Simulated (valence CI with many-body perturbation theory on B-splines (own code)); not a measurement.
# V: key properties

Level of theory: relativistic CI+MBPT: five valence electrons over a frozen Dirac-Fock core [Ar], radial functions for each j: 7 s, 7 p, 8 d, 6 f, 4 g, 1 h, with the one-electron correlation potential Σ1, the two-electron term Σ2, the three-electron term Σ3, Breit, model QED; selected CI, second order for the rest, scaled by the run's own slope (own B-spline code, finite nucleus).

Against 15 measured levels this calculation errs by 760 cm⁻¹ on average and by 1229 at most. These come from a selection out of the NIST Handbook of Basic Atomic Spectroscopic Data. Levels without a partner in it may be off by more, other configurations by 1,000 to 4,000 cm⁻¹. Among the levels kept, up to 1600 cm⁻¹ of a level comes from second order outside the variational space, and about a tenth of that is noise between levels of different J, which matters for small intervals.

Rates and lifetimes use the calculated energies. Strong lines usually hold to 10 to 20 %, long lifetimes can be off by a factor of two.

(1) What is the ground level?

(2) What are the static dipole polarisabilities of the lowest levels?

(3) What is the ionisation energy?

(4) Name the longest-lived excited levels whose lifetime is computed, and their main decay.

(5) How is the term ⁴F of the ground level split?

(6) How well does LS coupling describe the low levels?

(7) Where does the other parity begin?

## Answers

(1) 3d³4s² ⁴F_3/2, composition 90 % 3d³4s² ⁴F + 4 % 3d³4p² ⁴F, g = 0.399.

(2) 3d³4s² ⁴F_3/2 83.2 (tensor -0.67); 3d³4s² ⁴F_5/2 84.7 (tensor -0.77); 3d³4s² ⁴F_7/2 85.1 (tensor -0.93); 3d³4s² ⁴F_9/2 84.0 (tensor -1.7) bohr³, of which the core gives 1.08. The recommended value for the atom is 87 ± 10 bohr³ (Schwerdtfeger and Nagle, table of static dipole polarizabilities (2023 update)).

(3) 6.8584 eV; NIST lists 6.74619 eV (measured).

(4) 3d³4s² ⁴F_5/2 at 130 cm⁻¹ lives 10600 s, mostly by M1 to 3d³4s² ⁴F_3/2; 3d³4s² ⁴F_9/2 at 538 cm⁻¹ lives 3550 s, mostly by M1 to 3d³4s² ⁴F_7/2; 3d³4s² ⁴F_7/2 at 320 cm⁻¹ lives 3360 s, mostly by M1 to 3d³4s² ⁴F_5/2. The lifetime of 3d⁴4s ⁶D_1/2 is too uncertain to give, and may be longer. The lifetime of 3d⁴4s ⁶D_3/2 is too uncertain to give, and may be longer. The lifetime of 3d⁴4s ⁶D_5/2 is too uncertain to give, and may be longer.

(5) J = 3/2 at 0.0, J = 5/2 at 130, J = 7/2 at 320, J = 9/2 at 538 cm⁻¹.

(6) Among the lowest 20 levels the leading LS term, summed over configurations, holds 97 % on average. For single configurations the figures are 86 % in LS and 44 % in jj coupling. Terms mix most in the J = 3/2 level at 14162 cm⁻¹, where the leading one holds 81 %.

(7) At 3d³4s4p ⁶G°_3/2, 15735 cm⁻¹.
